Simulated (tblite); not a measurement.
Compound: C₃H₈BFSi.
Numbering: `[F:1][BH:2][SiH2:3][CH:4]1[CH2:5][CH2:6]1` (hydrogens: H7 on B2; H8, H9 on Si3; H10 on C4; H11, H12 on C5; H13, H14 on C6)

Computed with GFN2-xTB (tblite), gas phase: L-BFGS steps from a force-field or distance-geometry start until the largest atomic force falls under 0.01 eV/Å.

Step 16: E = -495.0010 eV
```
atom  x, y, z in Å  |  force x, y, z in eV/Å
F1      1.7651   -0.8651    1.9592   -0.058   0.012   0.070
B2      2.0370   -0.5620    0.7083    0.052   0.046   0.028
Si3     1.1376    0.9637   -0.1839    0.030  -0.024  -0.056
C4     -0.6635    0.5362   -0.5814   -0.032  -0.035  -0.047
C5     -1.0917   -0.9069   -0.5379   -0.037  -0.041   0.053
C6     -1.6516    0.0638    0.4460   -0.006  -0.013   0.024
H7      2.8437   -1.2796    0.2268   -0.045   0.032  -0.043
H8      1.1725    2.2596    0.5147   -0.034  -0.038   0.082
H9      1.7051    1.2505   -1.5106    0.088   0.024  -0.062
H10    -1.0944    1.1216   -1.3831   -0.050   0.018  -0.046
H11    -0.3712   -1.6279   -0.1772   -0.019  -0.066  -0.019
H12    -1.7484   -1.2992   -1.3008    0.045   0.035  -0.040
H13    -1.3568   -0.0099    1.4815    0.066   0.002   0.009
H14    -2.6841    0.3548    0.3164   -0.002   0.049   0.048
```

Step 17: E = -495.0032 eV
```
atom  x, y, z in Å  |  force x, y, z in eV/Å
F1      1.7617   -0.8626    1.9598   -0.056   0.010   0.080
B2      2.0377   -0.5605    0.7098    0.029   0.064   0.011
Si3     1.1410    0.9634   -0.1869   -0.013  -0.044  -0.040
C4     -0.6614    0.5340   -0.5820   -0.021  -0.038  -0.055
C5     -1.0913   -0.9089   -0.5383   -0.072  -0.029   0.075
C6     -1.6495    0.0658    0.4472    0.004  -0.075   0.007
H7      2.8410   -1.2794    0.2281   -0.016   0.007  -0.047
H8      1.1663    2.2560    0.5147   -0.025  -0.006   0.095
H9      1.7070    1.2575   -1.5114    0.096   0.019  -0.075
H10    -1.0939    1.1196   -1.3834   -0.037   0.007  -0.040
H11    -0.3736   -1.6361   -0.1782   -0.062  -0.001  -0.038
H12    -1.7514   -1.2969   -1.3025    0.074   0.042  -0.002
H13    -1.3509   -0.0113    1.4828    0.039   0.016  -0.035
H14    -2.6833    0.3589    0.3182    0.061   0.029   0.064
```

Step 18: E = -495.0061 eV
```
atom  x, y, z in Å  |  force x, y, z in eV/Å
F1      1.7560   -0.8586    1.9616   -0.040   0.014   0.060
B2      2.0391   -0.5576    0.7126   -0.008   0.069   0.001
Si3     1.1452    0.9623   -0.1920   -0.063  -0.034  -0.022
C4     -0.6589    0.5302   -0.5839   -0.004  -0.036  -0.050
C5     -1.0923   -0.9121   -0.5373   -0.092  -0.009   0.065
C6     -1.6464    0.0671    0.4490    0.022  -0.116  -0.014
H7      2.8368   -1.2789    0.2291    0.015  -0.019  -0.036
H8      1.1573    2.2506    0.5166   -0.015   0.012   0.095
H9      1.7116    1.2676   -1.5140    0.092   0.006  -0.066
H10    -1.0940    1.1168   -1.3846   -0.017  -0.019  -0.023
H11    -0.3783   -1.6474   -0.1804   -0.099   0.068  -0.049
H12    -1.7541   -1.2928   -1.3048    0.081   0.033   0.029
H13    -1.3419   -0.0129    1.4839    0.010   0.029  -0.071
H14    -2.6808    0.3652    0.3220    0.118   0.004   0.079
```

Q: Estimate the geometry and energy of step 19. (The exact step hangs on the optimiser's Hessian estimate; all steps are aligned on step 18, rigid shifts and turns removed.)

A: E = -495.0092 eV, largest force 0.163 eV/Å
```
atom  x, y, z in Å  |  force x, y, z in eV/Å
F1      1.7480   -0.8532    1.9643   -0.015   0.024   0.017
B2      2.0405   -0.5531    0.7164   -0.042   0.049  -0.006
Si3     1.1494    0.9606   -0.1987   -0.093   0.008  -0.007
C4     -0.6557    0.5245   -0.5871    0.010  -0.029  -0.037
C5     -1.0950   -0.9162   -0.5353   -0.081   0.007   0.018
C6     -1.6419    0.0667    0.4510    0.039  -0.107  -0.026
H7      2.8319   -1.2787    0.2300    0.035  -0.034  -0.010
H8      1.1455    2.2442    0.5203   -0.004   0.012   0.080
H9      1.7187    1.2807   -1.5180    0.073  -0.015  -0.027
H10    -1.0940    1.1127   -1.3862    0.001  -0.049  -0.007
H11    -0.3863   -1.6603   -0.1839   -0.104   0.112  -0.040
H12    -1.7565   -1.2871   -1.3071    0.047   0.003   0.033
H13    -1.3303   -0.0145    1.4838   -0.005   0.035  -0.073
H14    -2.6750    0.3731    0.3282    0.138  -0.017   0.086
```

The energy changes by -0.0032 eV. The first-order estimate −F·Δx gives -0.0044 eV and the mean of the old and new forces, exact on a quadratic surface, -0.0032 eV. The step makes an angle of 70° with the force vector and moves no atom by more than 0.016 Å.

What follows is the cost of the whole relaxation. Hardware: Arm Neoverse V2, one thread, shared host with 32 logical CPUs at a one-minute load of 17. Cost: 0.4 s of wall time.
